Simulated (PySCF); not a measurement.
## 4-methoxybenzoyl chloride: 4 charge schemes on one density

Species: 4-methoxybenzoyl chloride, C8H7ClO2.
Structure used (GFN2-xTB), in Å, numbered top down from 1:
```
atom  x, y, z in Å
C1    -3.1874   -0.3045   -0.2421
O2    -2.2531    0.6727    0.1594
C3    -0.9383    0.3812    0.1034
C4    -0.0672    1.3962    0.5211
C5     1.2927    1.2066    0.5054
C6     1.8299   -0.0091    0.0697
C7     3.2539   -0.3033    0.0155
O8     3.7715   -1.3142   -0.3447
Cl9    4.2989    1.0309    0.5588
C10    0.9579   -1.0202   -0.3459
C11   -0.4069   -0.8345   -0.3316
H12   -4.1669    0.1504   -0.1076
H13   -3.0550   -0.5749   -1.2936
H14   -3.1165   -1.2028    0.3781
H15   -0.4971    2.3276    0.8537
H16    1.9497    1.9974    0.8296
H17    1.3749   -1.9576   -0.6815
H18   -1.0498   -1.6356   -0.6596
```

Density: PBE0/pcSseg-1 (PySCF); schemes: Mulliken, IAO, Hirshfeld and ESP-fitted. Geometry: GFN2-xTB, one conformer, isolated molecule.

Atoms with like bonding are taken together and averaged. Which atoms carry the lowest charge in the Mulliken, IAO, Hirshfeld and ESP-fitted schemes?

The schemes don't all agree: Mulliken O2 (-0.476); IAO O8 (-0.373); Hirshfeld O8 (-0.210); ESP-fitted O8 (-0.376).

For which atoms does the sign change between the 4 schemes (beyond +0.03 e in one, beyond −0.03 e in another)?

C5/C10.

Tabulate the Mulliken, IAO, Hirshfeld and ESP-fitted charges.

In e; atoms taken as equivalent share a row and are averaged (×n: the atom named and its like, n in all):

```csv
atom,environment,Mulliken,IAO,Hirshfeld,ESP-fitted
C1,methoxy carbon,-0.045,-0.211,-0.027,-0.089
O2,aryl ether oxygen,-0.476,-0.309,-0.094,-0.345
C3,aromatic carbon bearing oxygen,+0.251,+0.231,+0.095,+0.513
C4/C11,aromatic CH carbon,-0.108,-0.201,-0.067,-0.347
C5/C10,aromatic CH carbon,+0.066,-0.111,-0.032,-0.120
C6,substituted aromatic carbon,-0.359,-0.095,-0.038,-0.014
C7,acyl halide carbon,+0.385,+0.355,+0.167,+0.401
O8,carbonyl oxygen,-0.315,-0.373,-0.210,-0.376
Cl9,chlorine bonded to C,-0.155,-0.107,-0.059,-0.162
H12/H13/H14,methyl hydrogen,+0.127,+0.151,+0.053,+0.102
H15/H18,aromatic hydrogen,+0.106,+0.164,+0.053,+0.181
H16/H17,aromatic hydrogen,+0.104,+0.176,+0.049,+0.169
```

Mean size of the charges over all atoms: ESP-fitted 0.213 e, IAO 0.191 e, Mulliken 0.174 e, Hirshfeld 0.070 e. Each set sums to the total charge, 0, to within 0.001 e. The Hirshfeld scheme divides the density at each point in proportion to the densities of the neutral, spherically averaged free atoms.

Some averages cover members that differ in this geometry: C5/C10, ESP-fitted -0.157 to -0.082; C4/C11, Mulliken -0.135 to -0.082; H12/H13/H14, ESP-fitted +0.087 to +0.128; C4/C11, IAO -0.221 to -0.182 e.

How many electrons does the Hirshfeld scheme count on C5?

Its own charge is -0.038 e, so Z − q = 6.038.

Sum the charges by element, for elements with more than one atom.

| element | atoms | Mulliken | IAO | Hirshfeld | ESP-fitted |
| --- | --- | --- | --- | --- | --- |
| C | 8 | +0.146 | -0.344 | -0.002 | -0.122 |
| O | 2 | -0.791 | -0.683 | -0.305 | -0.720 |
| H | 7 | +0.800 | +1.134 | +0.364 | +1.004 |

How closely do the schemes follow one another over all atoms?

Correlation coefficient and root-mean-square difference: IAO with Hirshfeld 0.96, 0.129 e; IAO with ESP-fitted 0.93, 0.094 e; Hirshfeld with ESP-fitted 0.91, 0.179 e; Mulliken with Hirshfeld 0.86, 0.148 e; Mulliken with IAO 0.85, 0.114 e; Mulliken with ESP-fitted 0.80, 0.153 e.
